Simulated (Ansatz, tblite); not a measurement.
Cost and result up the ladder for (4-phenylthiophenyl)diphenylsulfonium hexafluorophosphate, `F[P-](F)(F)(F)(F)F.c1ccc(Sc2ccc([S+](c3ccccc3)c3ccccc3)cc2)cc1` (52 atoms). The state is a singlet with charge 0. Geometry: PBE-D4/def2-SVP.

Cartesian coordinates in Å:
```
F -1.611 -4.552 -3.127
P -0.477 -3.477 -3.587
F 0.503 -4.648 -4.150
F 0.245 -3.610 -2.072
F -1.172 -3.265 -5.044
F 0.686 -2.325 -3.983
F -1.425 -2.229 -2.966
C -2.474 3.310 5.647
C -3.600 3.072 4.843
C -3.759 1.833 4.202
C -2.787 0.831 4.373
S -3.021 -0.771 3.608
C -1.973 -0.684 2.181
C -1.320 0.495 1.754
C -0.520 0.477 0.607
C -0.370 -0.723 -0.107
S 0.592 -0.900 -1.597
C 2.298 -1.066 -1.071
C 3.083 -1.831 -1.953
C 4.431 -2.040 -1.627
C 4.965 -1.512 -0.441
C 4.154 -0.775 0.438
C 2.804 -0.548 0.131
C 0.509 0.695 -2.412
C -0.449 0.751 -3.439
C -0.583 1.950 -4.154
C 0.237 3.050 -3.856
C 1.206 2.962 -2.842
C 1.354 1.774 -2.110
C -1.038 -1.901 0.282
C -1.830 -1.875 1.432
C -1.661 1.063 5.188
C -1.505 2.307 5.817
H -2.352 4.282 6.148
H -4.362 3.856 4.711
H -4.635 1.636 3.566
H -1.447 1.431 2.316
H -0.037 1.403 0.261
H 2.623 -2.258 -2.858
H 5.062 -2.637 -2.302
H 6.022 -1.689 -0.189
H 4.571 -0.379 1.377
H 2.152 0.002 0.825
H -1.054 -0.141 -3.668
H -1.325 2.015 -4.964
H 0.132 3.984 -4.429
H 1.859 3.820 -2.624
H 2.129 1.684 -1.335
H -0.933 -2.813 -0.327
H -2.353 -2.790 1.749
H -0.916 0.265 5.324
H -0.625 2.489 6.454
```

Ansatz on 2 threads of AMD EPYC 7R13 on a shared host and a share (18 GiB) of an NVIDIA H100 80GB HBM3; xTB runs through tblite on one thread. Times are rough, summed over both states, and most runs start from the orbitals of an earlier one. r2SCAN0-D4/def2-SVP serves as the yardstick here, not as an exact answer. The other state is a doublet.

The xTB rows come from tblite. Single mean-field runs in def2-SVP are fitted with def2-universal-jkfit. HOMO above LUMO, or a gap near zero within one spin, warns that the state may not be the lowest or that an electron is smeared out.

Raw xTB energies of ions are shifted by several eV.

```
                         level  functions  wall time  vertical IE (eV)  difference from r2SCAN0-D4/def2-SVP (eV)                                     remarks
                      GFN2-xTB        166     0.45 s             12.71                                      4.39                                           –
                      GFN1-xTB        185      0.8 s             13.75                                      5.44                                           –
               PBE-D4/def2-SVP        569       30 s              7.79                                     -0.53  gap within one spin near zero (+1 doublet)
PBE0-D4/def2-SVP (with forces)        569       36 s              8.25                                     -0.06                                           –
           r2SCAN0-D4/def2-SVP        569       40 s              8.32                                      0.00                                           –
```
